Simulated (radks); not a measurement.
Values are calculated unless marked as measured or tabulated.
Isoelectronic series with 18 electrons, each ion in its NIST ground configuration. Level of theory: scalar-relativistic Kohn-Sham, r2SCAN, spin-polarised, spherical densities, finite nucleus; meta-GGA in the generalised Kohn-Sham scheme; Fermi nuclear charge, rms radius of each element as measured or else 0.836 A^(1/3) + 0.57 fm (a radial shooting solver on a logarithmic mesh with Libxc functionals). Total energies (hartree) and mean radii <r> (bohr):

ion,configuration,E (hartree),3p,3s,2p
Ar,[Ar],-529.40910,1.658,1.413,0.3761
V5+,[Ar],-943.29425,0.9431,0.9064,0.2736
Ni10+,[Ar],-1483.55408,0.6741,0.6697,0.2145
As15+,[Ar],-2151.92893,0.5264,0.5313,0.1761
Sr20+,[Ar],-2950.86941,0.4320,0.4398,0.1491
Tc25+,[Ar],-3883.42724,0.3662,0.3746,0.1290
Cd30+,[Ar],-4953.28874,0.3175,0.3256,0.1136
I35+,[Ar],-6164.84568,0.2799,0.2872,0.1013
Ce40+,[Ar],-7523.2840,0.2501,0.2564,0.09128
Eu45+,[Ar],-9034.6842,0.2257,0.2310,0.08293
Er50+,[Ar],-10706.2743,0.2054,0.2095,0.07586

Estimate the row of Ta55+ ([Ar]).

Answer. E (hartree) -12546.5561; 3p 0.1882; 3s 0.1912; 2p 0.06980.
